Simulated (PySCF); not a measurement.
Si(CCH)2(Cl)2 (C4H2Cl2Si), SMILES C#C[Si](Cl)(Cl)C#C.

Coordinates come from a PBE0-D3(BJ)/def2-SVP optimisation.

Two levels are set side by side: TDDFT-PBE/def2-SVPD (PySCF) and TDDFT-LC-ωPBE/def2-SVPD (PySCF). Vertical, same geometry. The lowest singlet is HOMO→LUMO 89 % with PBE and HOMO→LUMO 46 %, HOMO−1→LUMO+1 20 %, HOMO−3→LUMO+4 16 % with the other functional; states are paired by order. Differences are taken from unrounded values.

```tsv
quantity	TDDFT-LC-ωPBE
lowest singlet excitation (eV)	5.79
lowest triplet excitation (TDA) (eV)	4.62
first bright state (f over 0.05) (eV)	8.10
its oscillator strength	0.28
```

### Question
What does TDDFT-PBE give, and how far is it from TDDFT-LC-ωPBE? (Estimate from the structure and the level; the computed values follow.)

### Answer

```json
[
 {"quantity": "lowest singlet excitation (eV)", "TDDFT-PBE": "5.22", "TDDFT-PBE minus TDDFT-LC-ωPBE": "-0.56"},
 {"quantity": "lowest triplet excitation (TDA) (eV)", "TDDFT-PBE": "4.55", "TDDFT-PBE minus TDDFT-LC-ωPBE": "-0.07"},
 {"quantity": "first bright state (f over 0.05) (eV)", "TDDFT-PBE": "5.90", "TDDFT-PBE minus TDDFT-LC-ωPBE": "-2.20"},
 {"quantity": "its oscillator strength", "TDDFT-PBE": "0.17", "TDDFT-PBE minus TDDFT-LC-ωPBE": "-0.11"}
]
```

A lower first singlet is the usual sign of a functional without exact exchange. Differences between two approximate levels are no errors against the true value.

Rough cost on one machine, each run with all the roots and properties that it gave: TDDFT-LC-ωPBE against TDDFT-PBE about 10 times.
